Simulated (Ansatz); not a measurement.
The multiplicity is imposed and other spin states were not computed.

Species: [Cd(Cl)(N(CH3)2)] (charge 0, multiplicity 1).

Give a relaxed geometry from r2SCAN-D4/def2-SVP run with Ansatz (a program for electronic structure).

Several could match; the one computed here: the end point of this relaxation, one of several conformers.
Cartesian coordinates (Å) in one orientation:
```xyz
11

Cd    -0.245    -0.117     0.382
Cl     1.065     1.491     1.347
N     -1.507    -1.537    -0.278
C     -1.002    -2.879    -0.462
C     -2.485    -1.179    -1.282
H     -1.838    -3.607    -0.404
H     -0.502    -3.054    -1.442
H     -0.286    -3.151     0.332
H     -2.106    -1.215    -2.329
H     -3.345    -1.881    -1.236
H     -2.888    -0.168    -1.106
```
